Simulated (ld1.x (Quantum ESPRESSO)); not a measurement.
## Configuration tests for Ir (Z = 77) (TM)

* Element: iridium
* Generator: ld1.x (Quantum ESPRESSO) 7.5
* Type: norm-conserving Troullier–Martins (Kleinman–Bylander form)
* Functional: PBE
* Relativity: scalar-relativistic
* Frozen core: [Kr] 4d10 4f14
* Valence charge: 17
* Reference configuration: 5s2 5p6 5d6 6s0 6p0 (charge +3)
* Partial waves: 5s (bound): rc 1.70 bohr; 5d (bound): rc 1.30 bohr; 5p (bound): rc 1.10 bohr
* Local potential: the p channel
* Core correction: Bessel-smoothed model core, default radius (core density twice the valence density)

Energies are relative to the spin-unpolarised reference configuration 5s2 5p6 5d6 6s0 6p0; without spin polarisation the order of configurations can differ from experiment. The frozen-core shift is the all-electron ΔE with the core orbitals held at their reference shape minus the fully relaxed ΔE.

```tsv
valence configuration	charge	ΔE all-electron (eV)	error AE − PS (meV)	frozen-core shift (meV)
5s2 5p6 5d7 6s2 6p0	0	-57.889	+2071	-6.2
5s2 5p6 5d7 6s1 6p0	+1	-48.010	+1264	-2.2
5s2 5p6 5d7 6s0 6p2	0	-46.882	+54	-3.5
5s2 5p6 5d7.5 6s1.5 6p0	0	-58.175	+1470	-0.9
5s2 5p5 5d7 6s2 6p0	+1	3.058	+3039	+62
```

Problem. What are ΔE and the potential's error for 5s1 5p6 5d7 6s2 6p0?

Solution. ΔE = 46.939 eV all-electron; the error (AE − PS) is +3016 meV.

Problem. What are ΔE and the potential's error for 5s2 5p6 5d7 6s0 6p0?

Solution. ΔE = -30.541 eV all-electron; the error (AE − PS) is +3.0 meV.

Levels in the configuration 5s2 5p6 5d7 6s2 6p0:

```json
{"level": "5s", "all-electron (eV)": "-97.985", "pseudo (eV)": "-96.753"}
{"level": "5p", "all-electron (eV)": "-54.698", "pseudo (eV)": "-53.787"}
{"level": "5d", "all-electron (eV)": "-7.147", "pseudo (eV)": "-6.502"}
{"level": "6s", "all-electron (eV)": "-6.331", "pseudo (eV)": "-6.946"}
```

A variational frozen-core shift is positive and of second order in the change. This column holds negative values, so the frozen-core run of ld1.x carries numerical noise or an error of first order here, and the column gives no more than the rough size of the effect.
